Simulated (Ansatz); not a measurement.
The first iterations of a band of ClH2OSn (5 atoms, charge 0, multiplicity 2).

Method: Ansatz, UKS B3LYP/def2-SVP.

```yaml
movable_images: 7
climbing_image: yes
spring: 5.0 eV/Å²
optimiser: quadratic models (default)
start_path: through a guess of the saddle point
force_threshold: 0.05 eV/Å
iteration_limit: 60
end_points: relaxed
```

Initial state:

```xyz
5
Properties=species:S:1:pos:R:3
O -1.315 0.091 -0.513
Sn 0.690 0.098 -0.476
Cl 1.338 -1.251 1.408
H -1.705 -0.788 -0.386
H 1.043 1.776 -0.074
```

Final state:

```xyz
5
Properties=species:S:1:pos:R:3
O -1.286 -0.481 -0.167
Sn 0.665 -0.050 -0.401
Cl 1.621 -1.150 1.489
H -1.841 -0.078 -0.852
H 0.890 1.685 -0.111
```

| iteration | highest image above the first end (eV) | largest band force component (eV/Å) |
| --- | --- | --- |
| 1 | 22.935 | 173.836 |
| 2 | 1.519 | 15.674 |
| 3 | 1.065 | 11.449 |

Problem. Does the band converge within its limit, and where does its top end?

Solution. It converged. It ended after 10 iterations with the highest image 0.166 eV above the first end. A vibrational analysis at the climbing image gives one clearly imaginary mode, 236i cm⁻¹: a first-order saddle point.

The run took 2.6 min on 1 thread of Intel(R) Xeon(R) 6975P-C (Granite Rapids) (shared host), peak memory 0.2 GiB.
